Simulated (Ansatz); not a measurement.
Geometry optimisation, Ansatz, RHF/def2-SVP.

Input:

```yaml
crystal:
  periodic: [false, false, false]
  atoms:
    - { symbol: Zr, position_ang: [0.0, 0.0, 0.0] }
    - { symbol: F, position_ang: [0.0, 0.0, 1.98] }
    - { symbol: Cl, position_ang: [2.3764, 0.0, -0.8392] }
    - { symbol: Cl, position_ang: [-1.1869, 2.0563, -0.8392] }
    - { symbol: Cl, position_ang: [-1.1869, -2.0563, -0.8392] }
basis:
  gaussian: { orbitals: def2-SVP }
hamiltonian:
  xc: hf
relax:
  f_tol: 0.02
  max_steps: 40
```

Command:

```bash
$ ansatz run input.yaml --threads 1 --pin off --max-ram 2048MiB --backend cpu --events-out ev --progress --plain --runs-dir out
```

Q: Where does it end, and by what steps?

A: It converged. After 4 steps the energy has fallen by 0.781 eV; Cl3 moved furthest, 0.16 Å.

| step | energy less start (eV) | largest force component (eV/Å) | accepted |
| --- | --- | --- | --- |
| 0 | 0.0000 | 2.833 | yes |
| 1 | -0.7232 | 0.827 | yes |
| 2 | -0.7809 | 0.123 | yes |
| 3 | -0.7812 | 0.025 | yes |
| 4 | -0.7812 | 0.000 | yes |

```xyz
5
Properties=species:S:1:pos:R:3
Zr 0.001 0.000 -0.031
F 0.000 0.000 1.852
Cl 2.230 0.000 -0.786
Cl -1.114 1.931 -0.786
Cl -1.114 -1.931 -0.786
```

Time of the run: 17 s on 1 thread of Arm Neoverse V1, with other jobs on the host, peak memory 0.21 GiB.
